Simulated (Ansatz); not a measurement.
Name a neutral molecule of Al, C, N, Si and H with HOMO–LUMO gap (ωB97M-V/def2-TZVPP) between 9.30 and 9.60 eV and LUMO energy (ωB97M-V/def2-TZVPP) between 0.20 and 0.50 eV (Ansatz, PBE0-D4/def2-TZVP geometry).

`[AlH2][SiH]1CN1[SiH3]` (9.51 eV, 0.31 eV); `[SiH3][N]1[CH2][AlH]1` (9.55 eV, 0.46 eV); `C[SiH]([AlH2])N[SiH3]` (9.38 eV, 0.40 eV). Other molecules can fit too; these were computed, each in one conformer that needn't be the lowest.
